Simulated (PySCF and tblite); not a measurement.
The numbers below are computed, except where a source is named.
C4H7F3S, numbered as in [F:1][C:2]([F:3])([F:4])[CH2:5][CH2:6][CH2:7][SH:8].

Search: ETKDG and KDG, MMFF94s, GFN2-xTB, 150 starts; geometries at GFN2-xTB. Free energies are PBE0-D3(BJ)/pcSseg-1 single points with GFN2-xTB rigid-rotor and vibrational terms (modes under about 100 cm⁻¹ blended into free rotors). Symmetry numbers and mirror images are counted. Conformers within 3 kcal/mol (GFN2-xTB free energy) were kept, 10 at most. Codes: tblite and PySCF.

Torsions listed: C2–C5–C6–C7, C5–C6–C7–S8, C6–C7–S8–H8. Of a mirror pair one member is shown.

```tsv
conformer	shape	symmetry	dipole D
1	175°, 66°, -80°	C1 (pair)	2.07
2	81°, 63°, 66°	C1 (pair)	2.86
3	177°, 63°, 177°	C1 (pair)	3.18
4	-65°, -171°, -177°	C1 (pair)	1.55
5	178°, -62°, -62°	C1 (pair)	2.13
6	-64°, -59°, 89°	C1 (pair)	1.58
7	-77°, -65°, 170°	C1 (pair)	1.80
8	179°, 176°, 62°	C1 (pair)	1.81
9	67°, 176°, -65°	C1 (pair)	2.85
10	67°, 171°, 66°	C1 (pair)	1.53
```

Question: Which of these conformers is the most populated at 298.15 K, and with what share?

Answer: Conformer 5, about 32 %. The lead over the next is within the error of the method.

Question: Give the DFT energies and free energies relative to the lowest, and all weights.

Answer: 
| conformer | shape | E(DFT) kcal/mol | G(298.15 K) kcal/mol | weight % |
| --- | --- | --- | --- | --- |
| 1 | 175°, 66°, -80° | 0.52 | 0.47 | 14.4 |
| 2 | 81°, 63°, 66° | 0.42 | 0.68 | 10.3 |
| 3 | 177°, 63°, 177° | 1.30 | 0.96 | 6.3 |
| 4 | -65°, -171°, -177° | 2.01 | 1.80 | 1.5 |
| 5 | 178°, -62°, -62° | 0.00 | 0.00 | 32.1 |
| 6 | -64°, -59°, 89° | 0.04 | 0.58 | 12.0 |
| 7 | -77°, -65°, 170° | 1.50 | 1.38 | 3.1 |
| 8 | 179°, 176°, 62° | 0.78 | 0.59 | 11.9 |
| 9 | 67°, 176°, -65° | 1.23 | 1.23 | 4.0 |
| 10 | 67°, 171°, 66° | 1.14 | 1.19 | 4.3 |

Question: How does its share change from 200 K to 400 K?

Answer: From 45 % to 25 %; the mixing entropy goes from 4.75 to 5.61 cal/(mol K).


Conformer gaps in pcSseg-1 on xTB geometries can be 2 kcal/mol off for S=O, P=O and other polar bonds.